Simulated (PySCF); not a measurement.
## How methods differ on the ionisation energy of V²⁺

V²⁺ [Ar] 3d3 (4F) → V³⁺ [Ar] 3d2 (3F), as a difference of total energies. Computed with PySCF 2.14 in cc-pVDZ-DK (6s5p3d1f, 43 functions), with scalar relativity by spin-free X2C-1e. Correlated levels: valence: [Ar] frozen. The calculations carry no spin-orbit coupling.

```json
{"method": "UHF", "ionisation energy (eV)": "28.465"}
{"method": "BP86", "ionisation energy (eV)": "30.176"}
{"method": "PBE", "ionisation energy (eV)": "30.178"}
{"method": "MP2 (valence)", "ionisation energy (eV)": "28.748"}
{"method": "SCS-MP2 (valence)", "ionisation energy (eV)": "28.559"}
```

Problem. How much does correlation contribute at MP2 (valence)?

Solution. 28.748 − (28.465) = 0.283 eV, measured against UHF.

The reference lies between the lowest fine-structure levels, while these numbers refer to the centres of the terms.

Errors of the correlated levels include the incompleteness of this basis and the frozen core.

For comparison: 29.311 eV (measured; NIST Atomic Spectra Database, ionization energies).
